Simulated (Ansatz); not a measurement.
Cartesian coordinates in Å:
```
Si -1.650 -0.119 -0.486
O -0.108 -0.673 -0.306
Sn 1.547 -0.014 0.404
Cl 2.165 1.874 -0.736
Cl 3.103 -1.660 0.132
Cl 1.279 0.480 2.624
H -2.426 -1.193 -1.149
H -1.664 1.110 -1.322
H -2.246 0.195 0.839
```

Charge 0, multiplicity 1. Sn takes the def2 core potential.

**Question.** List the PBE0/def2-TZVPP orbital energies in eV (Ansatz 0.2.0). (Best estimate.)

**Answer.** The calculation gave: Occupied: -2768.12, -2768.09, -2768.09, -1803.31, -523.34, -259.95, -259.91, -259.91, -198.25, -198.21, -198.21, -198.08, -198.08, -198.05, -198.05, -198.05, -198.05, -145.56, -142.38, -100.26, -100.20, -100.20, -97.05, -97.04, -96.98, -31.25, -30.94, -30.93, -30.72, -30.71, -27.45, -23.77, -23.16, -23.13, -16.17, -14.43, -12.33, -11.99, -11.95, -11.06, -11.02, -10.16, -10.07, -10.06, -9.83, -9.81, -9.70, -9.30, -9.16. Lowest empty: -2.90, -0.33, 0.21, 0.31, 1.03, 1.55, 1.64, 1.90.
